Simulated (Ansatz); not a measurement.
Molecule: sum formula BNH (charge 0, doublet). It need not be the lowest isomer of its formula. 
Structure (B3LYP-D3(BJ)/def2-TZVP (Ansatz, a program for electronic structure) minimum search):
SMILES: B=[N]
```xyz
3

B      0.0000     0.0000    -0.6130
N      0.0000     0.0000     0.6925
H      0.0000     0.0000    -1.7820
```
Charge 0, spin multiplicity 2.

Wanted: vertical electron affinity (to the singlet state of charge -1; a negative value means that the extra electron is unbound and the number depends on the basis; each state is the SCF solution reached for its spin; for the singlet the Hartree-Fock reference is unstable and T1 is 0.020), in eV. Valence correlation only, unless marked. UHF or UKS for open shells. No spin-orbit coupling. Non-relativistic. Anions need diffuse functions: aug- sets have them; def2-D sets add few. CBS(X,Y): correlation extrapolated as X^-3; Hartree-Fock from the larger set.

CCSD(T)/CBS(aug-cc-pVTZ,aug-cc-pVQZ) (Ansatz) gives 3.00 eV.

Q: Another calculation gave 3.31 eV. Which level was it?
A) PBE/def2-TZVPD (Ansatz)
B) BHLYP/def2-TZVPD (Ansatz)
C) SVWN5/def2-TZVPD (Ansatz)
D) CAM-B3LYP/def2-TZVPD (Ansatz)

A: C, SVWN5/def2-TZVPD (Ansatz). The others give 2.76 (CAM-B3LYP), 2.37 (BHLYP), 2.94 (PBE) eV.
